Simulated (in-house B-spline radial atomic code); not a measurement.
Settings and results of a run for Se4+ (an excited or competing configuration). Level of theory: Dirac-Hartree-Fock, average of the jj configuration, Fermi nucleus of rms radius 4.14 fm; calculated with a B-spline radial code for spherical atoms.

In the input, a minus or plus after the letter marks the j = l - 1/2 or j = l + 1/2 subshell.

Command:
```bash
python run_scf.py task.json out
```
Settings (nuclear radius in fm, mass in u):
```
Z                34
configuration    1s2 2s2 2p6 3s2 3p-1 3p+4 3d10 4s2 7g-1
hamiltonian      dirac
method           hf
spin_polarised   False
nucleus          fermi
rms_radius       4.14
atomic_mass      79.91652
speed_of_light   137.035999084
```

Output (hartree, bohr):
```
 radial grid: 79 intervals, B-splines of order 8, outer radius 52.1277 bohr

 iter        energy (Eh)    residual
    1      -2410.1011951    4.74e-01
    2      -2414.6719115    3.53e-01
    3      -2416.4332011    8.93e-02
    4      -2416.5398461    2.30e-02
    5      -2416.5443739    1.04e-02
    6      -2416.5461251    5.86e-04
    7      -2416.5461289    1.52e-04
    8      -2416.5461292    1.05e-05
    9      -2416.5461292    4.52e-07
   10      -2416.5461292    2.15e-08

 total energy                    -2416.546129
 kinetic                           2475.34358
 electron-nucleus                 -5754.28802
 electron-electron                  862.39831

 first-order corrections (not in the total)
   Gaunt                            1.28021
   retardation                     -0.12064
   frequency dependence            -0.00534
   self-energy                      0.86747
   Uehling                         -0.08612
   Wichmann-Kroll                   0.00088
   recoil                           0.01218

 orbital      occ     eigenvalue          <r>       <r^2>       <1/r>     <1/r^3>       r_max    small
 1s1/2      2.000     -471.67454     0.044057   0.0026135     34.5688           -      0.0288  1.52e-02
 2s1/2      2.000      -65.49123     0.194868   0.0448441     7.72032           -      0.1641  3.01e-03
 2p1/2      2.000      -58.79391     0.168683   0.0349493     7.63986           -      0.1298  2.97e-03
 2p3/2      4.000      -57.31326     0.172118   0.0362428     7.41755     1176.17      0.1327  2.91e-03
 3s1/2      2.000      -12.03742     0.565388    0.366817     2.52773           -      0.4991  7.21e-04
 3p1/2      1.000       -9.85468     0.572143     0.38232     2.41432           -      0.4927  6.74e-04
 3p3/2      4.000       -9.54130     0.582343    0.395848     2.35422     170.391      0.5007  6.53e-04
 3d3/2      4.000       -5.42232      0.59717    0.436214     2.10536     21.5711      0.4469  5.41e-04
 3d5/2      6.000       -5.49795     0.598306    0.436831      2.0955     20.9519      0.4499  5.38e-04
 4s1/2      2.000       -2.97405      1.52327     2.60359    0.866125           -       1.373  1.36e-04
 7g7/2      1.000       -0.25562       12.658     181.221    0.102713  0.00422216       14.07  6.88e-06
```

Time taken, with all properties: 2.1 s on 1 thread of Arm Neoverse N1, with other jobs on the host.

For the Dirac Hamiltonian the kinetic term is c α·p + (β - 1)c².
